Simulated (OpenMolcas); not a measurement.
Nb3+ (d2) among equal point charges was computed by CASSCF with the d shell active (OpenMolcas, ANO-RCC-VDZP on the metal). Its lowest spin-free states, and all those of the highest spin:

```csv
2S+1,Degeneracy,E (cm-1)
3,3,0.0
3,3,7993
1,3,10527
1,2,10851
3,1,17305
3,3,18173
1,3,20599
1,1,20601
1,3,22910
1,2,30257
1,1,47833
```

Task: Is the site octahedral, tetrahedral or cube-like, axial, or of lower symmetry?

Result: The states with 2S+1 = 3 have orbital degeneracies 3, 3, 1, 3. Threefold states need a cubic site. For d2 at this spin an octahedron puts the threefold T1 below the threefold T2 and a tetrahedron or cube puts the single A2 below the threefold T2, so the site is octahedral. The run had Nb3+ among 6 point charges of -1.7 e arranged as an octahedron (Oh), 2.26 Å from the ion.

An orbital triplet at a regular site is open to Jahn-Teller coupling, which can distort the site and quench the lowest spin-orbit gaps and is left out. Without dynamic correlation the repulsion within the d shell is too large (B by tens of per cent), so at a given field states of lower spin stand too high. This field is weak: 10Dq is about 9500 cm-1, while octahedral complexes of 4d ions of charge 3 and more, computed by the same method with explicit ligands, had a median near 25000 cm-1. Ground spin and moment need not be those of a real site. Point charges carry no covalency, so the field is a model and not that of real ligands. No measured value stands beside these numbers.
